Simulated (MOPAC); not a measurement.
Input file for MOPAC: PM7 on CH6GeO2 (SMILES C[O][GeH2][OH]), a point of a torsion scan.

```
PM7 1SCF PRECISE CHARGE=0 THREADS=1
CH6GeO2

C      1.63485209 1    -0.14611785 1    -0.09236625 1
O      0.61969240 1     0.81265669 1     0.13867910 1
Ge    -1.07887609 1     0.52796397 1     0.32164763 1
O     -1.42006460 1    -0.88686989 1    -0.64317190 1
H      2.43700782 1     0.35720262 1    -0.63403170 1
H      2.02692248 1    -0.52656158 1     0.85343254 1
H      1.26825748 1    -0.98327108 1    -0.68827669 1
H     -1.46556869 1     0.22734052 1     1.75371577 1
H     -1.69651592 1     1.77387122 1    -0.23296669 1
H     -2.31549556 1    -1.21384703 1    -0.66457863 1
```

It printed:

```
*******************************************************************************
 **                                                                           **
 **                              MOPAC v23.2.5                                **
 **                                                                           **
 *******************************************************************************
 ** MOPAC's Digital Object Identifier: https://doi.org/10.5281/zenodo.6511958 **
 **                                                                           **
 ** Please cite the open-source release paper for use of this MOPAC version:  **
 ** J. E. Moussa and J. J. P. Stewart (2026)                                  **
 ** MOPAC: An open-source semiempirical molecular orbital program             **
 ** J. Open Source Softw., 11(119), 8025, https://doi.org/10.21105/joss.08025 **
 *******************************************************************************

                              PM7 CALCULATION RESULTS

 *******************************************************************************
 *  PM7        - The PM7 Hamiltonian to be used
 *
 *
 *
 *                 CHARGE ON SYSTEM = 0
 *
 *
 *
 *  PRECISE    - TIGHTER CRITERIA TO BE USED
 *  1SCF       - DO 1 SCF AND THEN STOP
 *  THREADS=1  - MULTI-THREADING NOT USED
 *  T=         - A TIME OF 172800.0 SECONDS REQUESTED
 *  DUMP=N     - RESTART FILE WRITTEN EVERY 7200.0 SECONDS REQUESTED
 *******************************************************************************
PM7 1SCF PRECISE CHARGE=0 THREADS=1
 CH6GeO2

   ATOM   CHEMICAL          X               Y               Z
  NUMBER   SYMBOL      (ANGSTROMS)     (ANGSTROMS)     (ANGSTROMS)

     1       C          1.63485209  *  -0.14611785  *  -0.09236625  *
     2       O          0.61969240  *   0.81265669  *   0.13867910  *
     3      Ge         -1.07887609  *   0.52796397  *   0.32164763  *
     4       O         -1.42006460  *  -0.88686989  *  -0.64317190  *
     5       H          2.43700782  *   0.35720262  *  -0.63403170  *
     6       H          2.02692248  *  -0.52656158  *   0.85343254  *
     7       H          1.26825748  *  -0.98327108  *  -0.68827669  *
     8       H         -1.46556869  *   0.22734052  *   1.75371577  *
     9       H         -1.69651592  *   1.77387122  *  -0.23296669  *
    10       H         -2.31549556  *  -1.21384703  *  -0.66457863  *



          CARTESIAN COORDINATES

    NO.       ATOM           X           Y           Z

     1         C          1.6349     -0.1461     -0.0924
     2         O          0.6197      0.8127      0.1387
     3        Ge         -1.0789      0.5280      0.3216
     4         O         -1.4201     -0.8869     -0.6432
     5         H          2.4370      0.3572     -0.6340
     6         H          2.0269     -0.5266      0.8534
     7         H          1.2683     -0.9833     -0.6883
     8         H         -1.4656      0.2273      1.7537
     9         H         -1.6965      1.7739     -0.2330
    10         H         -2.3155     -1.2138     -0.6646

 General Reference for PM7:
 "Optimization of Parameters for Semiempirical Methods VI: More Modifications to the
 NDDO Approximations and Re-optimization of Parameters", J. J. P. Stewart, J. Mol. Mod., 1:32, 19 (2013)
 https://link.springer.com/article/10.1007/s00894-012-1667-x

           Empirical Formula: C H6 O2 Ge  =    10 atoms



      MOLECULAR POINT GROUP   :   C1


      RHF CALCULATION, NO. OF DOUBLY OCCUPIED LEVELS = 13


 -------------------------------------------------------------------------------
 PM7 1SCF PRECISE CHARGE=0 THREADS=1
 CH6GeO2



     1SCF WAS SPECIFIED, SO BFGS WAS NOT USED
     SCF FIELD WAS ACHIEVED


                              PM7 CALCULATION
                                                       MOPAC v23.2.5 Linux




          FINAL HEAT OF FORMATION =        -90.09258 KCAL/MOL =    -376.94736 KJ/MOL


          COSMO AREA              =        116.17 SQUARE ANGSTROMS
          COSMO VOLUME            =        103.83 CUBIC ANGSTROMS

          IONIZATION POTENTIAL    =          9.655848 EV
          HOMO LUMO ENERGIES (EV) =         -9.656 -0.457
          NO. OF FILLED LEVELS    =         13
          MOLECULAR WEIGHT        =        122.6472         POINT GROUP:  C1

          MOLECULAR DIMENSIONS (Angstroms)

            Atom       Atom       Distance
            H    10    H     5     5.00554
            H     7    H     9     3.57899
            H     5    H     8     2.24614


          SCF CALCULATIONS        =          1





   ATOM   CHEMICAL          X               Y               Z
  NUMBER   SYMBOL      (ANGSTROMS)     (ANGSTROMS)     (ANGSTROMS)

     1       C          1.63485209  *  -0.14611785  *  -0.09236625  *
     2       O          0.61969240  *   0.81265669  *   0.13867910  *
     3      Ge         -1.07887609  *   0.52796397  *   0.32164763  *
     4       O         -1.42006460  *  -0.88686989  *  -0.64317190  *
     5       H          2.43700782  *   0.35720262  *  -0.63403170  *
     6       H          2.02692248  *  -0.52656158  *   0.85343254  *
     7       H          1.26825748  *  -0.98327108  *  -0.68827669  *
     8       H         -1.46556869  *   0.22734052  *   1.75371577  *
     9       H         -1.69651592  *   1.77387122  *  -0.23296669  *
    10       H         -2.31549556  *  -1.21384703  *  -0.66457863  *

                             CARTESIAN COORDINATES

   1    C        1.634852090    -0.146117850    -0.092366250
   2    O        0.619692400     0.812656690     0.138679100
   3   Ge       -1.078876090     0.527963970     0.321647630
   4    O       -1.420064600    -0.886869890    -0.643171900
   5    H        2.437007820     0.357202620    -0.634031700
   6    H        2.026922480    -0.526561580     0.853432540
   7    H        1.268257480    -0.983271080    -0.688276690
   8    H       -1.465568690     0.227340520     1.753715770
   9    H       -1.696515920     1.773871220    -0.232966690
  10    H       -2.315495560    -1.213847030    -0.664578630


           Empirical Formula: C H6 O2 Ge  =    10 atoms



      MOLECULAR POINT GROUP   :   C1


                  EIGENVALUES
 -27.77984 -27.13204 -23.20896 -19.03781 -15.88572 -14.88081 -14.72219 -14.14913
 -12.82638 -11.34449 -10.69524 -10.44513  -9.65585  -0.45729   0.24944   1.77317
   2.68074   4.75861   6.20270   6.35185   6.44281   6.88584


              NET ATOMIC CHARGES AND DIPOLE CONTRIBUTIONS

  ATOM NO.   TYPE          CHARGE      No. of ELECS.   s-Pop       p-Pop
    1          C          -0.078303        4.0783     1.06745     3.01085
    2          O          -0.628576        6.6286     1.76946     4.85912
    3         Ge           0.519456        3.4805     1.11529     2.36525
    4          O          -0.799117        6.7991     1.74527     5.05384
    5          H           0.122840        0.8772     0.87716
    6          H           0.106027        0.8940     0.89397
    7          H           0.128823        0.8712     0.87118
    8          H           0.122216        0.8778     0.87778
    9          H           0.153298        0.8467     0.84670
   10          H           0.353334        0.6467     0.64667
 DIPOLE           X         Y         Z       TOTAL
 POINT-CHG.    -2.511     1.037     2.252     3.529
 HYBRID         0.003    -0.398    -0.314     0.507
 SUM           -2.508     0.638     1.938     3.233


          ATOMIC ORBITAL ELECTRON POPULATIONS

     Atom    s        px        py        pz
    1  C   1.06745   0.91931   0.97865   1.11288
    2  O   1.76946   1.37624   1.55561   1.92727
    3 Ge   1.11529   0.61754   0.80258   0.94512
    4  O   1.74527   1.49093   1.69574   1.86718
    5  H   0.87716
    6  H   0.89397
    7  H   0.87118
    8  H   0.87778
    9  H   0.84670
   10  H   0.64667

 **********************
 *                    *
 * JOB ENDED NORMALLY *
 *                    *
 **********************




 == MOPAC DONE ==
```

The run finished.

Cost: around 0.03 core-seconds (rough).
